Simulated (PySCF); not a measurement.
## Electron correlation in Ca (calcium, neutral)

[Ar] 4s1 4p1, high-spin 3P determinant (an excited configuration). Computed with PySCF 2.14 in def2-QZVPPD (11s6p4d3f, 70 functions), with no relativity, point nucleus. Frozen: [Ne]; 10 electrons correlated.

```json
{"level": "CCSD", "correlation energy (mhartree)": "-236.41"}
{"level": "(T)", "correlation energy (mhartree)": "-6.89"}
{"level": "CCSD(T)", "correlation energy (mhartree)": "-243.30"}
```

Diagnostics: T1 = 0.014, D1 = 0.0581, largest double amplitude 0.061.

Cost of the coupled-cluster step: about 16 core-seconds, for 10 correlated electrons.

Iterations:

```
CC2 = 0
CCSD nocc = (np.int64(6), np.int64(4)), nmo = (65, 65)
frozen orbitals [[0, 1, 2, 3, 4], [0, 1, 2, 3, 4]]
max_cycle = 100
direct = 0
conv_tol = 1e-08
conv_tol_normt = 1e-06
diis_space = 8
diis_start_cycle = 0
Init t2, MP2 energy = -0.212479207262898
Init E_corr(UCCSD) = -0.212479207276171
cycle = 1  E_corr(UCCSD) = -0.23103083047025  dE = -0.0185516232  norm(t1,t2) = 0.0452446
cycle = 2  E_corr(UCCSD) = -0.23474450517492  dE = -0.0037136747  norm(t1,t2) = 0.0204166
cycle = 3  E_corr(UCCSD) = -0.236727459018647  dE = -0.00198295384  norm(t1,t2) = 0.0117783
cycle = 4  E_corr(UCCSD) = -0.23628345514293  dE = 0.000444003876  norm(t1,t2) = 0.00387317
cycle = 5  E_corr(UCCSD) = -0.236373012747638  dE = -8.95576047e-05  norm(t1,t2) = 0.00158402
cycle = 6  E_corr(UCCSD) = -0.236415287225424  dE = -4.22744778e-05  norm(t1,t2) = 0.000477499
cycle = 7  E_corr(UCCSD) = -0.236408298025314  dE = 6.98920011e-06  norm(t1,t2) = 0.000231176
cycle = 8  E_corr(UCCSD) = -0.236407896703676  dE = 4.01321638e-07  norm(t1,t2) = 0.000102411
cycle = 9  E_corr(UCCSD) = -0.236407819394217  dE = 7.7309459e-08  norm(t1,t2) = 3.40798e-05
cycle = 10  E_corr(UCCSD) = -0.23640773852589  dE = 8.08683272e-08  norm(t1,t2) = 1.33108e-05
cycle = 11  E_corr(UCCSD) = -0.236407714993985  dE = 2.35319048e-08  norm(t1,t2) = 4.43829e-06
cycle = 12  E_corr(UCCSD) = -0.236407774248515  dE = -5.92545304e-08  norm(t1,t2) = 1.05918e-06
cycle = 13  E_corr(UCCSD) = -0.23640777691744  dE = -2.66892466e-09  norm(t1,t2) = 3.67308e-07
UCCSD converged
E(UCCSD) = -676.9574931682639  E_corr = -0.23640777691744
UCCSD(T) correction = -0.0068893253540814
```

This basis was not built for core-valence correlation, so the inner-shell part is incomplete.
